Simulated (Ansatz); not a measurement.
Ansatz (a first-principles code) input file for Si(F)2(Cl)(Me) (CH3ClF2Si), SMILES [Si](Cl)(C)(F)F, PBE/def2-SVPD. Coordinates come from a PBE0-D3(BJ)/def2-SVP optimisation.

Ansatz 0.2 input:
```yaml
crystal:
  periodic: [false, false, false]
  atoms:
    - {symbol: C, position_ang: [-1.50420606, -1.26470318, -0.00000000]}
    - {symbol: Si, position_ang: [0.07121657, -0.32215547, 0.00000000]}
    - {symbol: F, position_ang: [0.96445531, -0.68660855, 1.28738074]}
    - {symbol: F, position_ang: [0.96445531, -0.68660854, -1.28738074]}
    - {symbol: Cl, position_ang: [-0.22548721, 1.69654265, 0.00000000]}
    - {symbol: H, position_ang: [-2.09851703, -1.01874633, 0.89223511]}
    - {symbol: H, position_ang: [-2.09851703, -1.01874633, -0.89223512]}
    - {symbol: H, position_ang: [-1.30167452, -2.34638302, -0.00000000]}
basis:
  gaussian:
    orbitals: def2-SVPD
hamiltonian:
  xc: {name: PBE}
```

Log of the run:

```
WARN ansatz: RAYON_NUM_THREADS=1 ignored (pool sized by the plan → 1); use --threads N
Functional definition: PBE
integrals: 0.08 GiB planned
1235 factors; their error is unknown
mean field: 0.49 GiB planned
mean field evaluation 1: about -26889.7656 eV, gradient 6.7e1 eV
mean field evaluation 2: about -26874.4188 eV, gradient 1.1e2 eV
mean field evaluation 4: about -26898.5988 eV, gradient 5.6e0 eV
mean field evaluation 8: about -26898.6728 eV, gradient 1.1e-1 eV
mean field evaluation 16: about -26898.6287 eV, gradient 7.7e-5 eV
mean field -26898.62867135 eV, -988.5063711267 hartree, gradient 7.6e-5 eV, S^2 0.000000; 0 other end points of the search recorded, 0 dependent functions left out
reference -26898.62872039 eV, -988.5063729291 hartree; 29, 29 occupied and 112, 112 virtual orbitals, 1235 factors
Total energy: -26898.62872039 eV, -988.5063729291 hartree
```

The calculation finished and met its thresholds.
